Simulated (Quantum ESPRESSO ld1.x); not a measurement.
Task: The mean radii <r> (bohr) of the occupied orbitals of an atom or ion are listed with their occupations. Calculated with ld1.x of Quantum ESPRESSO 7.5: Dirac Kohn-Sham, LDA (Slater exchange, Perdew-Zunger correlation), spin-unpolarised, spherical densities, point nucleus.

orbital  occ.      <r>
1s1/2       2  0.04556
2s1/2       2   0.2028
2p1/2       2   0.1748
2p3/2       4   0.1785
3s1/2       2   0.5991
3p1/2       2   0.6101
3p3/2       4   0.6208
3d3/2       4   0.6699
3d5/2       6   0.6744
4s1/2       2    1.737

Name the element and its charge. Open shells, if any, are shared by 2j + 1.

Result: Z = 33, arsenic, charge +3: As3+ in [Ar] 3d10 4s2. The 1s radius gives Z: for a bare nucleus <r> = (2 gamma + 1)/(2Z) with gamma = sqrt(1 - (Z/c)^2), 0.04456 bohr for Z = 33, and screening makes it slightly larger (0.04556 here). The occupations add up to 30, and the charge is Z minus that.
